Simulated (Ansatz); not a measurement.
A run on C₂H₈MoN₂O (`C[O][Mo]([CH3])(=[NH])=[NH]`) with other settings.

```yaml
crystal:
  periodic: [false, false, false]
  atoms:
    - {symbol: C, position_ang: [-2.165539, 1.252231, -0.359516]}
    - {symbol: O, position_ang: [-0.994175, 0.602285, -0.766539]}
    - {symbol: Mo, position_ang: [0.609499, 0.058245, 0.026393]}
    - {symbol: C, position_ang: [0.841823, -2.033457, -0.169005]}
    - {symbol: N, position_ang: [2.009557, 0.710921, -0.744753]}
    - {symbol: N, position_ang: [0.627681, 0.331835, 1.734388]}
    - {symbol: H, position_ang: [-3.022891, 0.771578, -0.840038]}
    - {symbol: H, position_ang: [-2.139574, 2.301845, -0.669557]}
    - {symbol: H, position_ang: [-2.296040, 1.204855, 0.726668]}
    - {symbol: H, position_ang: [0.849543, -2.283317, -1.233569]}
    - {symbol: H, position_ang: [1.772110, -2.378774, 0.283035]}
    - {symbol: H, position_ang: [0.000437, -2.527983, 0.324107]}
    - {symbol: H, position_ang: [2.848576, 1.258244, -0.869055]}
    - {symbol: H, position_ang: [1.059012, 0.731482, 2.557450]}
basis:
  gaussian: {orbitals: def2-SVPD}
hamiltonian: {xc: {name: wB97X}}
accuracy: high
output: {forces: true}
```

```sh
$ ansatz run in.yaml --threads 4 --pin off --events-out ev --progress --plain --max-ram 11315MiB
```

Output, abridged:

```
Functional definition: wB97X
4156 factors; integrals over basis functions are off by at most 3.2e-9 eV
708 factors; integrals over basis functions are off by at most 1.9e-9 eV
mean field evaluation 1: about -9066.9532 eV, gradient 8.5e1 eV
mean field evaluation 2: about -9033.2062 eV, gradient 1.6e2 eV
mean field evaluation 4: about -9080.8077 eV, gradient 7.2e0 eV
mean field evaluation 8: about -9081.0622 eV, gradient 6.8e-1 eV
mean field evaluation 16: about -9081.0638 eV, gradient 9.6e-4 eV
mean field evaluation 32: about -9081.0638 eV, gradient 5.4e-8 eV
mean field -9081.06376500 eV, -333.7229379976 hartree, gradient 5.4e-8 eV, S^2 0.000000; 0 other end points of the search recorded, 0 dependent functions left out
reference -9081.06375918 eV, -333.7229377836 hartree; 28, 28 occupied and 173, 173 virtual orbitals, 4156 factors
Total energy: -9081.06375918 eV, -333.7229377836 hartree
Atom 0 at    -2.165539     1.252231    -0.359516 Å, force    -0.019765    -0.032114    -0.094177 eV/Å
Atom 1 at    -0.994175     0.602285    -0.766539 Å, force    -0.011886     0.007922    -0.069414 eV/Å
Atom 2 at     0.609499     0.058245     0.026393 Å, force     0.431265     0.061539     0.206877 eV/Å
Atom 3 at     0.841823    -2.033457    -0.169005 Å, force    -0.054151     0.273482     0.015048 eV/Å
Atom 4 at     2.009557     0.710921    -0.744753 Å, force    -0.352534    -0.150007     0.147466 eV/Å
Atom 5 at     0.627681     0.331835     1.734388 Å, force    -0.057609    -0.053382    -0.388668 eV/Å
Atom 6 at    -3.022891     0.771578    -0.840038 Å, force    -0.180565    -0.092405    -0.084728 eV/Å
Atom 7 at    -2.139574     2.301845    -0.669557 Å, force     0.011681     0.207509    -0.060587 eV/Å
Atom 8 at    -2.296040     1.204855     0.726668 Å, force    -0.005543    -0.020194     0.238561 eV/Å
Atom 9 at     0.849543    -2.283317    -1.233569 Å, force    -0.002291    -0.085329    -0.236778 eV/Å
Atom 10 at     1.772110    -2.378774     0.283035 Å, force     0.218142    -0.105404     0.102902 eV/Å
Atom 11 at     0.000437    -2.527983     0.324107 Å, force    -0.182204    -0.139593     0.099976 eV/Å
Atom 12 at     2.848576     1.258244    -0.869055 Å, force     0.138141     0.073821    -0.009674 eV/Å
Atom 13 at     1.059012     0.731482     2.557450 Å, force     0.067318     0.054155     0.133194 eV/Å
Dipole moment:    -0.054391     0.210554     0.174030 e Å
```

Hardware: 4 threads of an Arm Neoverse V2 on a shared host. Wall time 50 s, peak host memory 2 GiB.
